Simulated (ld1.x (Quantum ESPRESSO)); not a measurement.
**molybdenum, TM: configuration errors across variants**

* Element: molybdenum
* Generator: ld1.x (Quantum ESPRESSO) 7.5
* Type: norm-conserving Troullier–Martins (Kleinman–Bylander form)
* Functional: LDA (PZ)
* Relativity: scalar-relativistic
* Frozen core: [Kr]
* Valence charge: 6
* Reference configuration: 4d5 5s1 5p0
* Partial waves: 5s (bound): rc 2.25 bohr; 5p (bound, empty): rc 3.80 bohr; 4d (bound): rc 1.50 bohr
* Local potential: the d channel
* Core correction: none

All-electron excitation energies from the reference (eV): (1) 4d5 5s0 5p0 7.186; (2) 4d4 5s0 5p0 22.889; (3) 4d3 5s0 5p0 49.850; (4) 4d2 5s0 5p0 89.547; (5) 4d5 5s0 5p1 3.245; (6) 4d5 5s0.5 5p0 2.864; (7) 4d5.5 5s0.5 5p0 0.310; (8) 4d5 5s1 5p0 spin -3.924; (9) 4d5 5s0 5p0 spin 3.795.

Spin tests fill each open shell by Hund’s rule, majority spin first.

3 further variants failed, have other tests or too few solved ones, and are left out.

A true bound ghost makes a file unfit for plane-wave use even where its test errors are small: the radial tests pick states by their node count and pass the ghost by.

Errors AE − PS in meV (a dash: test not solved or not reliable):

| change | (1) | (2) | (3) | (4) | (5) | (6) | (7) | (8) | (9) | bound ghosts |
| --- | --- | --- | --- | --- | --- | --- | --- | --- | --- | --- |
| base | +5.1 | +31 | +3.4 | -74 | +3.3 | +0.5 | -5.4 | +3607 | +3684 | s, p |
| wave 5s (bound): rc 2.25 bohr becomes 5s (bound): rc 1.58 bohr | +103 | +94 | +1.8 | -173 | +90 | +14 | – | +3598 | +3804 | s, p |
| wave 4d (bound): rc 1.50 bohr becomes 4d (bound): rc 2.08 bohr | +5.8 | +27 | -4.8 | -61 | +3.3 | +0.6 | -5.4 | +3611 | +3691 | s, p |
| core correction a·sin(br)/r model core inside 1.76 bohr | -9.3 | -54 | -366 | -1178 | -1.2 | -2.3 | -9.3 | +673 | +690 | s, p |
| local potential all-electron potential smoothed inside 1.35 bohr (lloc = -1) | +5.1 | +32 | +6.6 | -67 | +3.5 | +0.5 | -5.1 | +3607 | +3684 | s, p |
| wave 5p (bound): rc 3.80 bohr becomes 5p (bound): rc 5.72 bohr | +5.1 | +31 | +3.4 | -74 | +10 | +0.5 | -5.4 | +3607 | +3684 | s, p |

(1) Give the same row for: all radii scaled by about 1.39 (s 3.12, p 5.28, d 2.08 bohr).

## Answers

(1) +2.5, +31, +10, -29, +7.2, -0.1, -6.8, +3610, +3684; bound ghosts: s, p.
